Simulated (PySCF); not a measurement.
Compound: C₃H₅GeO₃ (charge -1).
Numbering: `[O:1]=[C:2]([O-:3])/[CH:4]=[CH:5]/[O:6][GeH3:7]` (hydrogens: H8 on C4; H9 on C5; H10, H11, H12 on Ge7)

Cartesian coordinates in Å at the PBE0-D3(BJ)/def2-SVP level; atoms count from 1:
```
atom  x, y, z in Å
O1     2.456    1.525    0.148
C2     2.666    0.294    0.184
O3     3.727   -0.331    0.370
C4     1.428   -0.603   -0.025
C5     0.227   -0.059   -0.213
O6    -0.934   -0.773   -0.431
Ge7   -2.479    0.004   -0.033
H8     1.557   -1.691   -0.007
H9     0.162    1.040   -0.220
H10   -3.556   -1.020   -0.436
H11   -2.571    0.315    1.478
H12   -2.652    1.310   -0.839
```

Computed with PySCF at B3LYP/def2-SVPD, non-relativistic, on one gas-phase PBE0-D3(BJ)/def2-SVP geometry that isn't relaxed in the solvent. The solvent is an IEF-PCM continuum (van der Waals radii × 1.2). Specific hydrogen bonds and non-electrostatic terms are outside this model. Spin–orbit coupling is left out although an atom past zinc is present.

Gas phase at B3LYP/def2-SVPD: HOMO -1.42 eV, LUMO 2.18 eV.

Question: What does the continuum do to the energy and the frontier levels at B3LYP/def2-SVPD in cyclohexane and dimethylsulfoxide?

Answer: 
```
          solvent      ε  E(solvent) − E(gas) (kcal/mol)  polarisation term (kcal/mol)  distortion of the solute (kcal/mol)  HOMO (eV)  LUMO (eV)
      cyclohexane  2.017                          -31.59                        -32.54                                 0.95      -3.92       0.97
dimethylsulfoxide  46.83                          -65.46                        -70.53                                 5.07      -6.42      -0.22
```

The polarisation term is half the interaction of the solute with the surface charges that it induces; the rest is the cost of distorting the solute's density. The sum is the electrostatic part of solvation alone. The atom shares or the degeneracy of the HOMO differ from the gas phase in dimethylsulfoxide, so that column needn't follow one orbital. The atom shares or the degeneracy of the LUMO differ from the gas phase in dimethylsulfoxide, so that column needn't follow one orbital. From cyclohexane to dimethylsulfoxide the lowering changes by a factor 2.07, Born's factor 1 − 1/ε by 1.94 and ε itself by 23.2.

Question: Which radius a makes Born's formula ΔE = −(q²/2a)(1 − 1/ε) give the value in dimethylsulfoxide?

Answer: a = q²(1 − 1/ε)/(2|ΔE|) = 2.48 Å, with q = -1 e and |ΔE| = 0.1043 Eh; the farthest nucleus lies 3.76 Å from the centroid of the nuclei. The formula assumes a point charge at the centre of a sphere.

Question: How does the static polarisability (B3LYP/def2-SVPD, frozen core, with the continuum's full static response) change?

Answer: 
```tsv
medium	isotropic (au)	principal values (au)	⟨r²⟩ of the electrons (bohr²)
gas	94.5	66.2, 83.7, 133.6	1899.3
cyclohexane	101.9	72.6, 92.8, 140.3	1899.6
dimethylsulfoxide	119.3	88.7, 113.1, 156.0	1900.6
```

The isotropic value in dimethylsulfoxide is 1.26 times the gas-phase one; no cavity-field correction is applied. ⟨r²⟩ is taken about the centre of nuclear charge.
